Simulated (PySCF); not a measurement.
# Partial charges of `[Cl][Al-]1([Cl])[Cl+][Al-]([Cl])([Cl])[Cl+]1`

Al₂Cl₆.
Z-matrix (Å and degrees, PBE0-D3(BJ)/def2-SVP geometry), rows numbered from 1:
```
Cl
Al  1  2.0824
Cl  2  2.0813  1  123.63
Cl  2  2.2765  1  109.56  3  -131.22
Al  4  2.2788  2   89.08  1  -111.04
Cl  5  2.0823  4  109.63  2  -111.47
Cl  5  2.0811  4  108.83  2   110.55
Cl  5  2.2764  4   90.92  2    -0.21
```

Density: PBE0/pcSseg-1 (PySCF); schemes: Mulliken, IAO, Hirshfeld and ESP-fitted. Geometry: PBE0-D3(BJ)/def2-SVP; no solvent, vibrations or thermal averaging.

Question: Which atoms carry the highest charge in the Mulliken, IAO, Hirshfeld and ESP-fitted schemes?

Answer: All schemes pick atoms of one kind: Mulliken Al2 and Al5 (+0.951); IAO Al2 and Al5 (+0.867); Hirshfeld Al2 and Al5 (+0.396); ESP-fitted Al2 (+0.507).

Question: For which atoms does the sign change between the 4 schemes (beyond +0.03 e in one, beyond −0.03 e in another)?

Answer: For none.

Question: At which atom do the 4 schemes differ most?

Answer: At Al2 and Al5: from +0.396 (Hirshfeld) to +0.951 e (Mulliken), 0.555 e apart.

Question: Give the atomic charges in each scheme.

Answer: In e:

```
atom               environment  Mulliken     IAO  Hirshfeld  ESP-fitted
 Cl1     chlorine bonded to Al    -0.315  -0.326     -0.186      -0.213
 Al2  aluminium bonded to 4 Cl    +0.951  +0.867     +0.396      +0.507
 Cl3     chlorine bonded to Al    -0.315  -0.327     -0.187      -0.215
 Cl4   chlorine bonded to 2 Al    -0.320  -0.214     -0.022      -0.078
 Al5  aluminium bonded to 4 Cl    +0.951  +0.867     +0.396      +0.501
 Cl6     chlorine bonded to Al    -0.315  -0.326     -0.186      -0.211
 Cl7     chlorine bonded to Al    -0.315  -0.327     -0.187      -0.213
 Cl8   chlorine bonded to 2 Al    -0.320  -0.214     -0.022      -0.078
```

Mean size of the charges over all atoms: Mulliken 0.475 e, IAO 0.434 e, ESP-fitted 0.252 e, Hirshfeld 0.198 e. Each set sums to the total charge, 0, to within 0.001 e. The Mulliken scheme gives each basis function's population to the atom it is centred on and halves the overlap population of two atoms between them.

Question: How many electrons does the ESP-fitted scheme count on Cl1?

Answer: Z − q = 17 − (-0.213) = 17.213.

Question: Sum the charges by element.

Answer: 
```
element  atoms  Mulliken     IAO  Hirshfeld  ESP-fitted
     Cl      6    -1.901  -1.734     -0.792      -1.008
     Al      2    +1.901  +1.734     +0.792      +1.008
```

The run behind these numbers computed NMR shieldings as well. On Arm Neoverse V1, one thread, on a shared host, this took 29 s.
